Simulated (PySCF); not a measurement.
# Computed records: AlBH5OSi

All values are calculated (PySCF 2.14.0). Calculation on a computer-drawn molecule: the log of a Hartree-Fock and frozen-core CCSD(T) single point meant for a local Hartree-Fock minimum, with one planted fault or none, to be diagnosed. Offsets are logged minus clean, where the clean run is the same molecule without the fault. The reference is restricted for singlets and unrestricted otherwise, and also for a bond in bohr or an excited solution. Adding or removing an electron swaps singlet and doublet. The excited solution moves the top pair (singlet) or top alpha electron (doublet) to the lowest empty orbital. Highest occupied and lowest empty are orbital energies over both spins, largest force is the largest gradient component, triples share is (T) over the correlation energy, the T1 limit is 0.02 restricted and 0.045 unrestricted, electrons count all cores, a negative frequency is imaginary (commonest isotopes), and the dipole is about the centre of nuclear charge.

```json
{"formula": "AlBH5OSi", "logged_structure": {"atoms_angstrom": [["O", -1.7516, 1.9052, -2.7244], ["Al", -0.8244, 0.9495, -1.8304], ["B", 0.4036, -0.3362, -0.5698], ["Si", -0.0763, -0.6346, 1.4045], ["H", -2.2877, 2.464, -3.2606], ["H", 1.3017, -0.8143, -1.1923], ["H", -1.3256, -1.4274, 1.3597], ["H", 1.013, -1.3461, 2.0912], ["H", -0.3369, 0.6944, 1.9973]]}, "given": {"meant_charge": 1, "meant_multiplicity": 1, "meant_basis": "cc-pV(D+d)Z", "logged_electrons": 44, "logged_basis_functions": 99, "logged_SCF_converged": "yes", "logged_spin_squared": 2.02, "logged_highest_occupied [eV]": -13.192, "logged_lowest_empty [eV]": -6.7828, "logged_largest_force [hartree/bohr]": 0.068836, "logged_T1_diagnostic": 0.025203, "logged_D1_diagnostic": 0.11926, "logged_triples_share": 0.025589, "logged_CC_converged": "yes", "logged_dipole_magnitude [debye]": 1.8277, "logged_SCF_stable_within_its_kind": "yes", "logged_energy_HF [hartree]": -632.99259, "logged_energy_CCSD(T) [hartree]": -633.45217, "possible_faults": "no fault, one electron removed, one electron added, multiplicity raised by two, geometry at a saddle point, SCF held on an excited solution, minimal basis STO-3G, one bond length entered in bohr, all coordinates scaled", "drawn_bonds_atom": [1, 2, 3, 1, 3, 4, 4, 4], "drawn_bonds_other_atom": [2, 3, 4, 5, 6, 7, 8, 9], "drawn_bonds_order": [1, 1, 1, 1, 1, 1, 1, 1]}, "results": {}}
```

Questions
1. Give the missing planted fault for AlBH5OSi.

## Answers
1. multiplicity raised by two

Further results for AlBH5OSi:

```
HF energy offset from clean run      : 56.46 kcal/mol
CCSD(T) energy offset from clean run : 61.36 kcal/mol
```
